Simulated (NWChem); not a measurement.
Lowest excitation of H$_{3}$AlO$_{3}$

```
Al
O 1 1.6955
H 2 0.9581 1 123.56
O 1 1.6955 2 120.00 3 180.00
H 4 0.9581 1 123.55 2 0.00
O 1 1.6956 2 120.01 3 0.00
H 6 0.9581 1 123.54 2 180.00
```
Charge 0, spin multiplicity 1.

Program: NWChem. The geometry was optimised at PBE0/def2-SVP, a minimum by its harmonic frequencies. It is one conformer; others weren't searched.

Basis set: 6-31+G*.

```csv
method,lowest vertical singlet excitation energy (eV),relative cost
TDA-LDA (SVWN5),5.87,1
CIS,8.69,under 3
TD-PBE,5.78,4
TD-B3LYP,6.49,8
```

The values span 2.92 eV, from TD-PBE (lowest) to CIS (highest). Costs are rough ratios of processor time within this set of runs, SCF included, with TDA-LDA (SVWN5) as 1.

B3LYP has NWChem's definition, with VWN1-RPA local correlation. The Pople sets run with spherical d functions. The structure started from a generated list of species.
